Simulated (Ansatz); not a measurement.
Sr₂O₃, relaxed as a quintet with UKS PBE0-D4/def2-SVP in Ansatz, starting from the PBE0-D4/def2-SVP geometry of the neutral singlet. Force threshold 0.02 eV/Å.

In the def2 sets Sr takes a core potential; there is no spin–orbit coupling. The structure holds one bond between oxygen atoms, so isomers without such links may lie far lower. At PBE0-D4/def2-SVP a singlet of charge 0 lies 3.46 eV below the quintet, each at its own geometry. The structure comes from a short search, and lower isomers may exist.

Start:

Cartesian coordinates in Å:
```
Sr -0.024 -0.742 1.475
Sr -0.101 0.157 -1.641
O 0.968 0.976 0.258
O -0.493 1.254 0.374
O -0.350 -1.645 -0.466
```

| step | energy (eV) | largest force component (eV/Å) | SCF passes |
| --- | --- | --- | --- |
| 1 | -7795.5802 | 7.980 | 139 |
| 2 | -7796.9956 | 2.692 | 90 |
| 3 | -7797.3441 | 2.344 | 206 |
| 4 | -7797.8119 | 2.478 | 88 |
| 5 | -7798.3019 | 0.938 | 80 |
| 6 | -7798.5821 | 0.596 | 82 |
| 7 | -7798.7339 | 0.664 | 104 |
| 8 | -7798.7691 | 0.150 | 146 |
| 9 | -7798.7714 | 0.030 | 85 |
| 10 | -7798.7717 | 0.009 | 73 |

Force components are those of the run's own axes.

End:

Cartesian coordinates in Å:
```
Sr 0.042 -0.529 1.836
Sr -0.040 0.529 -1.836
O 1.252 0.409 0.090
O -0.987 0.836 0.263
O -0.267 -1.245 -0.353
```

Bonds lost: O3–O4 (atoms count from 1).

No frequencies were taken in this run, so the end may be a saddle point.

It took 55 s on 4 threads of Arm Neoverse V2 on a shared host.
